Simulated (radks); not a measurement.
Problem. The chlorine ion Cl4+ is in [Ne] 3s2 3p(1/2: 1, 3/2: 0). All-electron calculation, Dirac Kohn-Sham, PBE, spin-unpolarised, spherical densities, finite nucleus; Fermi nuclear charge, rms radius of each element as measured or else 0.836 A^(1/3) + 0.57 fm. Program: a radial shooting solver on a logarithmic mesh with Libxc functionals. Sub-shells are occupied by j as written (lower j first in brackets). One electron is removed from 2p1/2, 2p3/2, 3s1/2, 3p1/2 in turn, with full relaxation. Which removal costs least, and what does each cost?

Solution. 3p1/2 67.209 eV; 3s1/2 81.742 eV; 2p3/2 278.97 eV; 2p1/2 280.80 eV. The 3p1/2 electron leaves first.
